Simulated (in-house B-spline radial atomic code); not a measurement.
Configurations of Mo4+, with energies counted from [Kr] 4d2. Computed with a radial B-spline atomic code at the basis-set limit: scalar-relativistic (X2C) CAM-B3LYP, spin-polarised, spherical fractional occupations, Fermi nucleus of rms radius 4.4091 fm. Shells without spins written out take the highest spin.

Caution: exact exchange at fractional occupations of open shells leaves self-interaction of up to several eV.

Occupations are held fixed; configurations that lie above the ionisation limit could autoionise.

```
                                                   configuration  E - E(ref) (eV)  highest orbital  its <r> (bohr)
                                                    [Kr] 4d1 5s1           9.3468            5s up           2.465
                          [Kr] 4d(1 up, 0 down) 4f(0 up, 1 down)           30.403          4f down           2.968
                 [Ar] 3d10 4s2 4p(2 up, 3 down) 4d(0 up, 3 down)           38.625          4d down           1.496
                                       [Ar] 3d10 4s2 4p5 4d2 5p1           59.645            5p up           2.772
[Ar] 3d10 4s2 4p(2 up, 3 down) 4d(1 up, 1 down) 5d(1 up, 0 down)           73.967            5d up           3.589
                                       [Ar] 3d10 4s2 4p5 4d2 5f1           79.694            5f up           5.295
                                        [Ar] 3d9 4s2 4p6 4d2 5d1           270.74            5d up           3.504
```

(1) Order these further configurations by energy, lowest first.
A. [Ar] 3d(4 up, 5 down) 4s2 4p6 4d(0 up, 2 down) 5p(0 up, 1 down)
B. [Ar] 3d9 4s2 4p6 4d2 5f1
C. [Kr] 4d1 4f1
D. [Ar] 3d10 4s2 4p5 4d2 5d1
E. [Ar] 3d9 4s2 4p6 4d2 5s1

(2) How far above the reference does [Kr] 4d1 5d1 lie?

(3) How far above the reference does [Ar] 3d10 4s2 4p5 4d2 5s1 lie?

## Answers

(1) C (30.075 eV), D (70.332 eV), E (250.87 eV), A (259.95 eV), B (280.39 eV).

(2) 28.726 eV; its least bound orbital is 5d up with <r> = 3.609 bohr.

(3) 50.648 eV; its least bound orbital is 5s up with <r> = 2.436 bohr.
